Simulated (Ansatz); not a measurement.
C6H15Al (SMILES C[CH2][Al]([CH2]C)[CH2]C), singlet, geometry from GFN2-xTB (such geometries of metal compounds can be far from the true shape); PBE/6-31G* (Ansatz, a first-principles code).

Here is a job for Ansatz.
Ansatz 0.2 input:
```yaml
crystal:
  periodic: [false, false, false]
  atoms:
    - {symbol: Al, position_ang: [0.23254875, -0.09127216, 0.17781867]}
    - {symbol: C, position_ang: [1.60822037, 0.29411525, -1.23879162]}
    - {symbol: C, position_ang: [1.28366688, 1.38923772, -2.26742086]}
    - {symbol: H, position_ang: [1.87585448, -0.62020127, -1.79032132]}
    - {symbol: H, position_ang: [2.53321401, 0.57609625, -0.70786354]}
    - {symbol: H, position_ang: [1.06813100, 2.33432054, -1.77027088]}
    - {symbol: H, position_ang: [0.41262384, 1.11732709, -2.85999573]}
    - {symbol: H, position_ang: [2.11890541, 1.54863674, -2.95129636]}
    - {symbol: C, position_ang: [-1.76368020, -0.03452995, -0.07842335]}
    - {symbol: C, position_ang: [-2.25206622, 0.36624641, -1.47916509]}
    - {symbol: H, position_ang: [-2.21743853, 0.64744823, 0.65749449]}
    - {symbol: H, position_ang: [-2.18599895, -1.02150165, 0.16760771]}
    - {symbol: H, position_ang: [-1.84026666, -0.30078311, -2.23581630]}
    - {symbol: H, position_ang: [-1.93818296, 1.38058695, -1.72020746]}
    - {symbol: H, position_ang: [-3.34027682, 0.32383459, -1.54743145]}
    - {symbol: C, position_ang: [0.94484373, -0.58959003, 1.99107131]}
    - {symbol: C, position_ang: [-0.08642383, -1.31826703, 2.86693314]}
    - {symbol: H, position_ang: [1.30181723, 0.29398901, 2.54049732]}
    - {symbol: H, position_ang: [1.83528786, -1.22749113, 1.88612950]}
    - {symbol: H, position_ang: [-0.38163133, -2.26093079, 2.40736096]}
    - {symbol: H, position_ang: [-0.98435636, -0.71320404, 2.98806130]}
    - {symbol: H, position_ang: [0.31181976, -1.53486371, 3.85918757]}
basis:
  gaussian:
    orbitals: 6-31G*
hamiltonian:
  xc: pbe
```

**Question.** Predict the main parts of the log of this Ansatz run.

**Answer.** 
```
Functional definition: PBE
1874 factors; their error is unknown
mean field evaluation 1: about -13026.2745 eV, gradient 9.8e1 eV
mean field evaluation 2: about -12989.7595 eV, gradient 1.5e2 eV
mean field evaluation 4: about -13050.1729 eV, gradient 5.0e0 eV
mean field evaluation 8: about -13050.2383 eV, gradient 3.7e-1 eV
mean field evaluation 16: about -13050.1199 eV, gradient 1.0e-3 eV
mean field -13050.11986941 eV, -479.5830595119 hartree, gradient 4.4e-5 eV, S^2 0.000000; 0 other end points of the search recorded, 0 dependent functions left out
reference -13050.11990808 eV, -479.5830609329 hartree; 32, 32 occupied and 107, 107 virtual orbitals, 1874 factors
Total energy: -13050.11990808 eV, -479.5830609329 hartree
```
